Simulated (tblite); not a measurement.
Give a GFN2-xTB geometry of `CN(C)c1cscc1Cl`.

```
atom  x, y, z in Å
C1    -1.573   -0.602    1.106
N2    -0.813   -0.318   -0.089
C3    -1.534    0.535   -1.013
C4     0.541   -0.073    0.090
C5     1.166    0.114    1.293
S6     2.876    0.262    1.156
C7     2.786    0.096   -0.546
C8     1.509   -0.085   -0.968
Cl9    1.154   -0.374   -2.629
H10   -1.055   -1.357    1.694
H11   -2.544   -0.996    0.806
H12   -1.739    0.287    1.730
H13   -1.815    1.489   -0.548
H14   -2.441    0.018   -1.327
H15   -0.930    0.741   -1.891
H16    0.728    0.157    2.268
H17    3.676    0.117   -1.142
```

Orientation and origin are arbitrary. Atoms count from 1 in this order. The 3 C–N bonds span 1.387 Å (N2–C4, drawn single) to 1.449 Å (N2–C3, drawn single), a spread of 0.062 Å. S6 (thiophene-type sulfur) is bent (angle 91.1°). The 5-membered ring C4–C5–S6–C7–C8 has internal angles of 91.1° to 113.9°; it is planar, 0.00 Å rms from its mean plane, widest ring torsion 1°. The C–C distances run from 1.357 Å (C7–C8, aromatic) to 1.434 Å (C4–C8, aromatic), a spread of 0.077 Å.

Bonds between heavy atoms (Å): C1–N2 1.445, N2–C3 1.449, N2–C4 1.387, C4–C5 1.368, C5–S6 1.722, S6–C7 1.713, C7–C8 1.357, C8–Cl9 1.723, C4–C8 1.434.

Computed geometry: GFN2-xTB, gas phase.

Point group: C1 (no symmetry element, even within 0.4 Å). Its GFN2-xTB frequencies are all real (lowest 70 cm⁻¹).
